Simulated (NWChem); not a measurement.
System: SiCl₂, singlet; SMILES Cl[Si]Cl

Output (shortened):

```
             Northwest Computational Chemistry Package (NWChem) 7.3.0
             --------------------------------------------------------

                             Geometry "geometry" -> ""
                             -------------------------

 Output coordinates in angstroms (scale by  1.889725989 to convert to a.u.)

  No.       Tag          Charge          X              Y              Z
 ---- ---------------- ---------- -------------- -------------- --------------
    1 Si                  14.0000     0.00000000     0.00000000     0.93230200
    2 Cl                  17.0000    -1.60664000     0.00000000    -0.38463600
    3 Cl                  17.0000     1.60664000     0.00000000    -0.38463600

 Effective nuclear repulsion energy (a.u.)     168.8451691659

                              NWChem Property Module
                              ----------------------

                                 NWChem DFT Module
                                 -----------------

 Summary of "ao basis" -> "ao basis" (spherical)
 ------------------------------------------------------------------------------
       Tag                 Description            Shells   Functions and Types
 ---------------- ------------------------------  ------  ---------------------
 Si                         6-31+g*                 10       22   5s4p1d
 Cl                         6-31+g*                 10       22   5s4p1d

            General Information
            -------------------
          SCF calculation type: DFT
          Wavefunction type:  closed shell.
          No. of atoms     :     3
          No. of electrons :    48
           Alpha electrons :    24
            Beta electrons :    24
          Charge           :     0
          Spin multiplicity:     1
          Use of symmetry is: off; symmetry adaption is: off
          Maximum number of iterations: 150
          AO basis - number of functions:    66
                     number of shells:    30
          Convergence on energy requested:  1.00D-06
          Convergence on density requested:  1.00D-05
          Convergence on gradient requested:  5.00D-04

              XC Information
              --------------
                        Slater Exchange Functional  1.000 local
                      VWN V Correlation Functional  1.000 local

             Grid Information
             ----------------
          Grid used for XC integration:  medium
          Radial quadrature: Mura-Knowles
          Angular quadrature: Lebedev.
          Tag              B.-S. Rad. Rad. Pts. Rad. Cut. Ang. Pts.
          ---              ---------- --------- --------- ---------
          Si                  1.10       88          11.0       590
          Cl                  1.00       88          12.0       590
          Grid pruning is: on
          Number of quadrature shells:   264
          Spatial weights used:  Erf1

      Superposition of Atomic Density Guess
      -------------------------------------

 Sum of atomic energies:       -1207.72026640

      Non-variational initial energy
      ------------------------------

 Total energy =   -1208.122276
 1-e energy   =   -2007.216132
 2-e energy   =     630.248687
 HOMO         =      -0.270045
 LUMO         =      -0.046691

   convergence    iter        energy       DeltaE   RMS-Dens  Diis-err
 ---------------- ----- ----------------- --------- --------- ---------
 d= 0,ls=0.0,diis     1  -1205.7109155797 -1.37D+03  2.69D-02  6.65D-01
 d= 0,ls=0.0,diis     2  -1205.5151866579  1.96D-01  2.28D-02  1.54D+00
 d= 0,ls=0.0,diis     3  -1205.7658733546 -2.51D-01  6.02D-03  8.72D-02
 d= 0,ls=0.0,diis     4  -1205.7809194640 -1.50D-02  1.38D-03  5.47D-03
 d= 0,ls=0.0,diis     5  -1205.7817678733 -8.48D-04  1.95D-04  1.66D-04
  Resetting Diis
 d= 0,ls=0.0,diis     6  -1205.7817900118 -2.21D-05  4.98D-05  5.76D-06
 d= 0,ls=0.0,diis     7  -1205.7817911813 -1.17D-06  1.24D-05  8.88D-08
 d= 0,ls=0.0,diis     8  -1205.7817911434  3.79D-08  9.22D-06  3.08D-07

         Total DFT energy =    -1205.781791143354
      One electron energy =    -2007.765145572440
           Coulomb energy =      706.388138543280
    Exchange-Corr. energy =      -73.249953280057
 Nuclear repulsion energy =      168.845169165864

 Numeric. integr. density =       48.000000714748

                       DFT Final Molecular Orbital Analysis
                       ------------------------------------

 Vector   22  Occ=2.000000D+00  E=-3.148580D-01
              MO Center=  4.8D-09, -1.3D-09, -3.6D-01, r^2= 3.7D+00
   Bfn.  Coefficient  Atom+Function         Bfn.  Coefficient  Atom+Function
  ----- ------------  ---------------      ----- ------------  ---------------
    30      0.520109  2 Cl py                52     -0.520109  3 Cl py
    34      0.272050  2 Cl py                56     -0.272050  3 Cl py
    26     -0.204373  2 Cl py                48      0.204373  3 Cl py
    18     -0.055823  1 Si d -2              38      0.027601  2 Cl py
    60     -0.027601  3 Cl py

 Vector   23  Occ=2.000000D+00  E=-2.967158D-01
              MO Center=  1.9D-08,  3.3D-09, -3.2D-01, r^2= 3.9D+00
   Bfn.  Coefficient  Atom+Function         Bfn.  Coefficient  Atom+Function
  ----- ------------  ---------------      ----- ------------  ---------------
    29      0.438276  2 Cl px                51      0.438276  3 Cl px
    31     -0.313282  2 Cl pz                53      0.313282  3 Cl pz
    33      0.219539  2 Cl px                55      0.219539  3 Cl px
    25     -0.170187  2 Cl px                47     -0.170187  3 Cl px
    35     -0.157746  2 Cl pz                57      0.157746  3 Cl pz

 Vector   24  Occ=2.000000D+00  E=-2.543243D-01
              MO Center=  1.5D-08, -2.4D-09,  7.1D-01, r^2= 3.5D+00
   Bfn.  Coefficient  Atom+Function         Bfn.  Coefficient  Atom+Function
  ----- ------------  ---------------      ----- ------------  ---------------
    10      0.533736  1 Si s                  6      0.401163  1 Si s
    31     -0.361644  2 Cl pz                53     -0.361644  3 Cl pz
     9      0.334674  1 Si pz                35     -0.205369  2 Cl pz
    57     -0.205369  3 Cl pz                 2     -0.190151  1 Si s
    27      0.139136  2 Cl pz                49      0.139136  3 Cl pz

 Vector   25  Occ=0.000000D+00  E=-1.465135D-01
              MO Center=  6.6D-10,  2.6D-10,  7.7D-01, r^2= 3.1D+00
   Bfn.  Coefficient  Atom+Function         Bfn.  Coefficient  Atom+Function
  ----- ------------  ---------------      ----- ------------  ---------------
     8      0.654741  1 Si py                12      0.481276  1 Si py
    30     -0.261991  2 Cl py                52     -0.261991  3 Cl py
     4     -0.229285  1 Si py                34     -0.180141  2 Cl py
    56     -0.180141  3 Cl py                26      0.098487  2 Cl py
    48      0.098487  3 Cl py                16      0.080278  1 Si py

 Vector   26  Occ=0.000000D+00  E=-4.611720D-02
              MO Center= -6.7D-09, -9.6D-10,  1.0D+00, r^2= 5.3D+00
   Bfn.  Coefficient  Atom+Function         Bfn.  Coefficient  Atom+Function
  ----- ------------  ---------------      ----- ------------  ---------------
    11      0.951150  1 Si px                36      0.624154  2 Cl s
    58     -0.624154  3 Cl s                 15      0.592059  1 Si px
     7      0.540570  1 Si px                32      0.331186  2 Cl s
    54     -0.331186  3 Cl s                 39      0.290979  2 Cl pz
    61     -0.290979  3 Cl pz                35      0.258111  2 Cl pz

 Vector   27  Occ=0.000000D+00  E=-4.067636D-02
              MO Center= -8.4D-09, -5.9D-09,  5.9D-01, r^2= 6.0D+00
   Bfn.  Coefficient  Atom+Function         Bfn.  Coefficient  Atom+Function
  ----- ------------  ---------------      ----- ------------  ---------------
    10      1.313080  1 Si s                 14      1.271609  1 Si s
    36     -0.997150  2 Cl s                 58     -0.997150  3 Cl s
    13     -0.960652  1 Si pz                17     -0.685287  1 Si pz
     9     -0.529834  1 Si pz                37     -0.416123  2 Cl px
    59      0.416123  3 Cl px                32     -0.398686  2 Cl s

     Multipole analysis of the density
     ---------------------------------

     L   x y z        total         alpha         beta         nuclear
     -   - - -        -----         -----         ----         -------
     0   0 0 0     -0.000000    -24.000000    -24.000000     48.000000

     1   1 0 0     -0.000000     -0.000000     -0.000000      0.000000
     1   0 1 0     -0.000000     -0.000000     -0.000000      0.000000
     1   0 0 1      0.432176      0.240084      0.240084     -0.047991

     2   2 0 0    -30.661405   -172.036023   -172.036023    313.410642
     2   1 1 0      0.000000      0.000000      0.000000      0.000000
     2   1 0 1      0.000000      0.000000      0.000000      0.000000
     2   0 2 0    -27.152588    -13.576294    -13.576294      0.000000
     2   0 1 1     -0.000000     -0.000000     -0.000000      0.000000
     2   0 0 2    -28.966154    -45.191986    -45.191986     61.417818

 *** CALLING NEW AORESP DRIVER FOR CLOSED AND OPEN SHELLS ***
 Entering AOResponse driver routine

--------------------------------------------------------------------------------

          -----------------------------------------------
          Solving response equations for perturbing field
          -----------------------------------------------

 number of frequencies:     1
 frequency in a.u.:  0.0000000E+00
 Perturbing field: electric
 Using El. Dipole Length Gauge

 Setting up CPKS with frequency omega =      0.00000000 a.u.

 STATIC response

                                NWChem CPHF Module
                                ------------------

  scftype          =     RHF
  nclosed          =       24
  nopen            =        0
  variables        =     1008
  # of vectors     =        3
  tolerance        = 0.10D-03
  level shift      = 0.00D+00
  max iterations   =       50
  max subspace     =       30

 SCF residual:    6.3108316578457588E-005

Iterative solution of linear equations
  No. of variables     1008
  No. of equations        3
  Maximum subspace       30
        Iterations       50
       Convergence  1.0D-04

   iter   nsub   residual    time
   ----  ------  --------  ---------
     1      3    8.19D+00       5.7
     2      6    2.53D+00       6.8
     3      9    3.60D-01       8.0
     4     12    6.66D-02       9.3
     5     15    1.27D-02      10.5
     6     18    2.62D-03      11.4
     7     21    1.77D-04      12.2
     8     24    3.71D-05      13.1

 Electric Dipole Response Matrix (nonzero elements):

              1        2        3
    1   68.5508   0.0000   0.0000
    2    0.0000  35.7712  -0.0000
    3    0.0000  -0.0000  51.3988

 ------------------------------------------
 average:        51.90693 + I       0.00000

 DFT Linear Response polarizability / au
 Frequency  =       0.0000000 / au
              X              Y              Z
 -----------------------------------------------
 X      68.5507592      0.0000001      0.0000001
 Y       0.0000001     35.7711995     -0.0000001
 Z       0.0000001     -0.0000001     51.3988315
 -----------------------------------------------
 Eigenvalues =      68.5507592     35.7711995     51.3988315
 Isotropic   =      51.9069301
 Anisotropic =      28.3981606
 -----------------------------------------------

 Magnetic Dipole Response Matrix (nonzero elements):

 Exiting AOResponse driver routine
```

Level: LDA (Slater exchange, VWN5)/6-31+G* (spherical d). Low-valent species are run as closed-shell singlets; no triplet was tried in these runs. All runs use the structure optimised with PBE0-D3(BJ)/def2-TZVP.

**Question.** Reconstruct the input file.

**Answer.** One answer among several that fit: the input that was run:
```
start job
memory heap 200 mb stack 900 mb global 1100 mb
geometry units angstroms noautosym nocenter noautoz
  Si     0.000000     0.000000     0.932302
  Cl    -1.606640     0.000000    -0.384636
  Cl     1.606640     0.000000    -0.384636
end
basis spherical
  Si library 6-31+g*
  Cl library 6-31+g*
end
dft
  xc slater vwn_5
  iterations 150
end
property
  response 1 0.0
end
task dft property
```
